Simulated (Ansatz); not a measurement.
Consider the substitution at a C–Sn bond: `[CH3][SnH]([NH2])[OH]` + `[NH2][Cd][OH]` → `C[O][Cd][NH2]` + `[NH2][SnH2][OH]`.

Gas-phase electronic energies from Ansatz, PBE0-D4/def2-TZVP geometries. CCSD(T)/CBS is the MP2 limit (def2-TZVPP, def2-QZVPP) plus CCSD(T) − MP2 in def2-TZVPP, frozen cores. Functionals use def2-TZVPP. Elements past krypton have def2 core potentials. For Cd, Sn outer-core shells are correlated without core-valence functions, which leaves a few kJ/mol of doubt a bond. Each species was taken in one conformer, which may not be the lowest.

CCSD(T)/CBS gives +27.1 kcal/mol.

(1) Another level gave +24.1 kcal/mol. Which?
A. CCSD(T)/def2-TZVPP
B. MP2/def2-TZVPP
C. PBE0-D4/def2-TZVPP
D. HF/def2-TZVPP

Largest T1 diagnostic among the species: 0.016.

Results:

(1) C. PBE0-D4 24.1, CCSD(T)/def2-TZVPP 25.1, MP2/def2-TZVPP 27.8, HF/def2-TZVPP 20.3 kcal/mol.

In def2-TZVPP, CCSD(T) changes the Hartree–Fock value by +4.8 kcal/mol (the triples alone add +0.4 kcal/mol) and MP2 by +7.4 kcal/mol.
